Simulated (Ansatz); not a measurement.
Ansatz (an electronic-structure program) input (BLYP/def2-TZVPD):

Ansatz 0.2 input:
```yaml
crystal:
  periodic: [false, false, false]
  atoms:
    - {symbol: N, position_ang: [-2.18613184, 1.00830468, -0.18368713]}
    - {symbol: Si, position_ang: [-1.17016124, -0.28430816, -0.27200366]}
    - {symbol: N, position_ang: [0.33691686, 0.10221733, 0.60266377]}
    - {symbol: Si, position_ang: [1.93087231, -0.16389692, 0.09072713]}
    - {symbol: H, position_ang: [-3.17908529, 0.80065064, -0.18421167]}
    - {symbol: H, position_ang: [-0.54513557, -0.72950274, -1.59490802]}
    - {symbol: H, position_ang: [-1.64644807, -1.62570267, 0.26956317]}
    - {symbol: H, position_ang: [0.17716889, 0.83755749, 1.27855439]}
    - {symbol: H, position_ang: [2.22899954, -1.60515132, -0.15032543]}
    - {symbol: H, position_ang: [2.88903277, 0.29272701, 1.14688877]}
    - {symbol: H, position_ang: [2.37001774, 0.53063858, -1.16052631]}
basis:
  gaussian:
    orbitals: def2-TZVPD
hamiltonian:
  xc: {name: BLYP}
total_charge: -1
output: {forces: true}
```

End of the output:

```
integrals: 0.16 GiB planned
1265 factors; their error is unknown
0.37 GiB of the device are held for the grids
1.23 GiB of device memory are held for the factors and their scratch space
mean field: 0.99 GiB planned
mean field evaluation 1: about -18838.4614 eV, gradient 8.2e1 eV
mean field evaluation 2: about -18677.5476 eV, gradient 1.9e2 eV
mean field evaluation 4: about -18850.4374 eV, gradient 2.6e1 eV
mean field evaluation 8: about -18851.7634 eV, gradient 1.8e-1 eV
mean field evaluation 16: about -18851.7468 eV, gradient 4.3e-3 eV
mean field -18851.74682515 eV, -692.7889176513 hartree, gradient 4.6e-5 eV, S^2 0.000000; 0 other end points of the search recorded, 0 dependent functions left out
the calculation of the forces begins
reference -18851.74727362 eV, -692.7889341324 hartree; 25, 25 occupied and 198, 198 virtual orbitals, 1265 factors
Total energy: -18851.74727362 eV, -692.7889341324 hartree
Atom 0 at    -2.186132     1.008305    -0.183687 Å, force    -0.110386     0.513040    -0.004195 eV/Å
Atom 1 at    -1.170161    -0.284308    -0.272004 Å, force     0.145637    -0.449854    -0.113793 eV/Å
Atom 2 at     0.336917     0.102217     0.602664 Å, force    -0.132778    -0.076715     0.033184 eV/Å
Atom 3 at     1.930872    -0.163897     0.090727 Å, force     0.346548    -0.053282    -0.057975 eV/Å
Atom 4 at    -3.179085     0.800651    -0.184212 Å, force    -0.348726    -0.013867     0.019290 eV/Å
Atom 5 at    -0.545136    -0.729503    -1.594908 Å, force     0.036812    -0.016503    -0.127708 eV/Å
Atom 6 at    -1.646448    -1.625703     0.269563 Å, force    -0.077206    -0.124832     0.054169 eV/Å
Atom 7 at     0.177169     0.837557     1.278554 Å, force    -0.045022     0.253129     0.267341 eV/Å
Atom 8 at     2.229000    -1.605151    -0.150325 Å, force     0.040859    -0.145390    -0.026445 eV/Å
Atom 9 at     2.889033     0.292727     1.146889 Å, force     0.091165     0.041670     0.098092 eV/Å
Atom 10 at     2.370018     0.530639    -1.160526 Å, force     0.053095     0.072604    -0.141960 eV/Å
Dipole moment:     0.834020    -0.250547     0.267578 e Å
```

It need not be the lowest isomer of its formula. Whether it binds its extra electron was not tested at this geometry.
